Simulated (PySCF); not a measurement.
Ge(H)2(F)(NH2) (FGeH4N), SMILES [GeH2]([F])[NH2]. Geometry: PBE0-D3(BJ)/def2-TZVP. One conformer was computed; it need not be the lowest.

Computed equilibrium geometry at PBE0-D3(BJ)/def2-TZVP (PySCF confirms it by a frequency run) as a Z-matrix, and its point group (one conformer of several):
point group Cs.
```
Ge
F 1 1.7515
N 1 1.8116 2 111.54
H 3 1.0094 1 116.13 2 65.64
H 3 1.0094 4 109.75 1 134.20
H 1 1.5303 2 105.15 3 118.32
H 1 1.5303 6 116.36 2 -115.86
```
